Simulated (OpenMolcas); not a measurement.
Pt4+ (d6) among equal point charges was computed by CASSCF with the d shell active (OpenMolcas, ANO-RCC-VDZP on the metal). Its lowest spin-free states, and all those of the highest spin:

```
2S+1  Degeneracy  E (cm-1)
   5           2       0.0
   5           3      1402
   3           3     18937
   3           2     19381
   3           3     20152
   3           3     20407
   3           3     21980
   3           1     22315
   3           3     22794
   3           3     23802
   3           1     23855
   3           2     24489
```

Q: Is the site octahedral, tetrahedral or cube-like, axial, or of lower symmetry?

A: The states with 2S+1 = 5 have orbital degeneracies 2, 3. Threefold states need a cubic site. For d6 at this spin an octahedron puts the threefold T2 below the twofold E and a tetrahedron or cube puts the twofold E below the threefold T2, so the site is a tetrahedron or a cube, which this pattern cannot tell apart. The first gap at this spin, 1400 cm-1, is |10Dq| in ligand-field theory. The run had Pt4+ among 4 point charges of -1 e arranged as a tetrahedron (Td), 2.16 Å from the ion.

Spin-orbit coupling mixes the spin-free states strongly: the lowest level takes only 53 % from its leading state, 5E. An orbital doublet at a regular site is open to a Jahn-Teller distortion, which this geometry leaves out. Without dynamic correlation the repulsion within the d shell is too large (B by tens of per cent), so at a given field states of lower spin stand too high. Point charges give a weaker field than real ligands, and real ions of this kind are as a rule low spin; the high spin found here belongs to the model. The ground term spreads over less than 5000 cm-1, several times less than with real ligands, so orbital moments are less quenched and χT lies further from the spin-only value than at real sites. Point charges carry no covalency, so the field is a model and not that of real ligands. No measured value stands beside these numbers.
